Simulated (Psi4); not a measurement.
CH$_{3}$AlF (SMILES [CH3][Al][F]), doublet, at a GFN2-xTB geometry (such geometries of metal compounds can be far from the true shape) (the spin is typed, not shown lowest). Base run: CCSD/3-21G in Psi4.

Here is a job for Psi4.
```
memory 2 GB

molecule {
0 2
Al    0.44002451   -0.09977454    0.26333881
C    -0.05333652    1.40742987   -0.99749356
H    -0.86612180    2.02472343   -0.60563875
H    -0.37041732    1.04109293   -1.97751446
H     0.81040018    2.05814325   -1.15112478
F    -0.55268450   -1.36349663    0.69953719
}

set {
  basis 3-21g
  reference uhf
}

energy('ccsd')
print_variables()
```

The base run was repeated with changes; each row names its change, and settings that it needs were set with it.

| change | ΔE vs base (mEh) | MP2 correlation (Eh) | basis functions | outcome |
|---|---|---|---|---|
| base | 0.000 | -0.24344 | 37 | converged |
| method = omp2 | 12.110 | -0.24342 | 37 | converged |
| method = mp2.5 | 14.916 | -0.24342 | 37 | converged |
| cc_type = df | 0.080 | -0.24342 | 37 | converged |
| method = scs-mp2 | 19.405 | -0.24344 | 37 | converged |
| method = ccsd(t) | -5.353 | -0.24344 | 37 | converged |
| method = cisd | - | - | - | input refused |
| method = mp2 | 17.808 | -0.24342 | 37 | converged |
| scf_type = pk; mp2_type = conv | 0.000 | -0.24344 | 37 | converged |
| method = lccd | 2.286 | -0.24344 | 37 | converged |

Open shells are given as the SCF converged; they aren't shown to be the lowest states, and a large step between rows can be another state.

- method = cisd: ended with `psi4.driver.p4util.exceptions.MissingMethodError: Method=cisd is not available for any derivative level under conditions CI_TYPE=CONV, REFERENCE=UHF, FREEZE_CORE=FALSE, QC_MODULE=(auto). See https://psicode.org/psi4manual/master/introduction.html#ss-cisd. Or d`
